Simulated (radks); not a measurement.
Results of a calculation; reference values are marked as such.
Question: All-electron atom: Pm II in [Xe] 4f5 6s1 (the NIST ground configuration). Level of theory: Dirac Kohn-Sham, Slater X-alpha with alpha = 0.918, spin-unpolarised, spherical densities, finite nucleus; open shells fill j = l - 1/2 first; Fermi nuclear charge, rms radius 4.962 fm (a radial shooting solver on a logarithmic mesh with Libxc functionals). Some entries of the table are withheld. Estimate them.

orbital,occ.,eigenvalue (hartree),r(max) (bohr)
1s1/2,2,-1659.365,0.01478
2s1/2,2,-271.0981,0.08380
2p1/2,2,-257.2409,(1)
2p3/2,4,-236.4455,(2)
3s1/2,2,(3),0.2380
3p1/2,2,-53.59215,0.2247
3p3/2,4,-49.38713,0.2365
3d3/2,4,-38.82109,(4)
3d5/2,6,-37.90266,(5)
4s1/2,2,-12.14362,0.5494
4p1/2,2,-9.82852,0.5551
4p3/2,4,-8.90484,0.5804
4d3/2,4,-5.06528,0.5923
4d5/2,6,-4.89930,0.6006
5s1/2,2,-1.86556,1.276
5p1/2,2,-1.23361,1.393
5p3/2,4,-1.10570,1.466
4f5/2,5,-0.46285,(6)
4f7/2,0,-0.44331,(7)
6s1/2,1,-0.32866,3.355

Answer: 
(1) 2p1/2 r(max) (bohr): 0.06350
(2) 2p3/2 r(max) (bohr): 0.06904
(3) 3s1/2 eigenvalue (hartree): -59.61642
(4) 3d3/2 r(max) (bohr): 0.1885
(5) 3d5/2 r(max) (bohr): 0.1918
(6) 4f5/2 r(max) (bohr): 0.6197
(7) 4f7/2 r(max) (bohr): 0.6246
